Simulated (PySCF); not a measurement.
# Excitation energy of Nb²⁺ by level of theory

Nb²⁺ [Kr] 4d3 (4F) → Nb²⁺ [Kr] 4d2 5s1 (4F), as a difference of total energies. Calculation: PySCF 2.14, in def2-TZVPPD with the def2 core potential (28 electrons) (6s4p3d2f1g, 56 functions); scalar relativity through the core potential. Correlated levels: valence: 4s2 4p6 frozen; valence and next inner shell: nothing frozen outside the core potential. The calculations carry no spin-orbit coupling.

| method | excitation energy (cm⁻¹) |
| --- | --- |
| UHF | 24940 |
| LDA | 22630 |
| PBE | 23848 |
| PBE0 | 25300 |
| r2SCAN | 25215 |
| BHandHLYP | 25204 |
| M06-L | 28179 |
| wB97X-V | 25631 |
| LC-wPBE | 26812 |
| MP2 (valence) | 25508 |
| SCS-MP2 (valence) | 25129 |
| MP2 (valence and next inner shell) | 24137 |
| SCS-MP2 (valence and next inner shell) | 24310 |
